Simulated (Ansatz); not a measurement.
Two members of one family (Series InX3), computed with Ansatz in the gas phase; def2 core potentials for In, no spin–orbit coupling. The two geometries come from different levels. Binding counts from free atoms in the multiplicity of their measured ground term, without zero-point energy. A dash marks a value that wasn't run or was left out as unsound. The structures are stationary points that may keep the symmetry of their start. Remarks come from the PBE and PBE0 runs and from stability tests at other levels; not every state was tested. HOMO above LUMO (over both spins in singlets and doublets, within one spin in higher multiplets; at PBE or PBE0), or a gap under 0.15 eV within one spin, warns that the state may not be the lowest or that an electron is smeared out.

First: InF3 (singlet, charge 0, PBE0-D4/def2-TZVP geometry).

```xyz
4

In    0.0003    0.0004   -0.0006
F    -1.5360    0.9932    0.5769
F     0.4801   -1.6270    0.8955
F     1.0557    0.6334   -1.4718
```

```csv
level,HOMO (eV),LUMO (eV),gap (eV),vertical IE (eV),vertical triplet (eV),binding per atom (eV)
PBE-D4/def2-TZVP,-9.18,-4.36,4.82,12.77,4.80,3.27
r2SCAN-D4/def2-TZVP,-9.62,-4.13,5.50,13.04,5.07,3.17
B97M-V/def2-TZVP,-9.72,-4.24,5.47,–,–,3.16
PBE0-D4/def2-TZVP,-11.14,-3.42,7.73,13.54,5.55,3.06
HSE06-D4/def2-TZVP,-10.73,-3.79,6.94,–,–,3.06
```

Remarks: gap within one spin near zero at PBE or PBE0 (+1 doublet), gap within one spin near zero at PBE or PBE0 (triplet).

Second: InCl3 (singlet, charge 0, PBE0-D4/def2-SVP geometry).

```xyz
4

In    0.0000    0.0000    0.0000
Cl   -1.7913    1.2109   -0.8416
Cl    0.9174    0.5632    2.0544
Cl    0.8739   -1.7741   -1.2128
```

**Question.** What does the change do? Estimate second minus first.

**Answer.** 
```
              level  Δ HOMO (eV)  Δ LUMO (eV)  Δ gap (eV)  Δ vertical IE (eV)  Δ vertical triplet (eV)  Δ binding per atom (eV)
   PBE-D4/def2-TZVP         1.18         0.39       -0.79               -2.00                    -0.73                    -0.66
r2SCAN-D4/def2-TZVP         1.23         0.32       -0.92               -1.97                    -0.70                    -0.56
   B97M-V/def2-TZVP         1.28         0.43       -0.84                   –                        –                    -0.51
  PBE0-D4/def2-TZVP         1.70         0.30       -1.40               -2.14                    -0.83                    -0.49
 HSE06-D4/def2-TZVP         1.69         0.30       -1.38                   –                        –                    -0.49
```

Remarks: gap within one spin near zero at PBE or PBE0 (+1 doublet), gap within one spin near zero at PBE or PBE0 (triplet).
